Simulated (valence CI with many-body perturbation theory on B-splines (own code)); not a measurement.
Questions on Tl⁴¹⁺

Level of theory: configuration interaction combined with many-body perturbation theory (CI+MBPT): four valence electrons over a frozen Dirac-Fock core [Kr], a basis of 7 s, 7 p, 8 d, 6 f, 4 g, 1 h functions for each j, with the one-electron correlation potential Σ1 (screened to all orders), the two-electron term Σ2, the three-electron term Σ3, Breit, model QED; selected single and double excitations, second order for the rest, scaled by the run's own slope (own B-spline code, finite nucleus).

The last digits are not significant, and no measured levels were compared; by estimate large intervals hold to a few tenths of a per cent, small ones and those within an open d or f shell to about a per cent. The list stops below the first excitations out of the core.

Levels are named by their leading jj configuration (3d3/2^4 stands for four electrons in 3d with j = 3/2), which in mixed levels can hold well under half, so a name can repeat and another be missing.

Rates and lifetimes use the calculated energies. Strong lines usually hold to 10 to 20 %, long lifetimes can be off by a factor of two.

(1) What is the ground level?

(2) How well does LS coupling describe the low levels?

(3) Name the longest-lived excited levels whose lifetime is computed, and their main decay.

(4) What is the ionisation energy?

Answers

(1) (4d3/2^4) J=0, composition 60 % 4d4 3P + 26 % 4d4 5D + 14 % 4d4 1S.

(2) Among the lowest 20 levels the leading LS term, summed over configurations, holds 48 % on average. For single configurations the figures are 48 % in LS and 96 % in jj coupling. Terms mix most in the J = 4 level at 251210 cm⁻¹, where the leading one holds 28 %.

(3) (4d3/2^2 4d5/2^2) J=6 at 489840 cm⁻¹ lives 22.2 ms, mostly by E2 to (4d3/2^3 4d5/2) J=4; (4d3/2^3 4d5/2) J=3 at 269890 cm⁻¹ lives 13.5 ms, mostly by M1 to (4d3/2^3 4d5/2) J=4. The lifetime of (4d3/2^3 4d5/2) J=4 is too uncertain to give, and may be longer.

(4) 2015.3 eV; NIST lists 2014 ± 4 eV (theoretical).
